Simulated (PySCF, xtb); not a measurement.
SnOCl, SMILES [O]=[Sn][Cl], multiplicity 2.

Harmonic wavenumbers (cm⁻¹) from GFN2-xTB (xtb) at its own minimum, in rising order: 128, 284, 576.

Question: What does PBE-D3(BJ)/def2-TZVP in PySCF give at its own minimum? (The exact figures need the calculation; the answer reports its results.)

Answer: 108, 322, 620. Paired by order, the mean absolute difference is 34 cm⁻¹ and the zero-point energies are 1.4 and 1.5 kcal/mol.
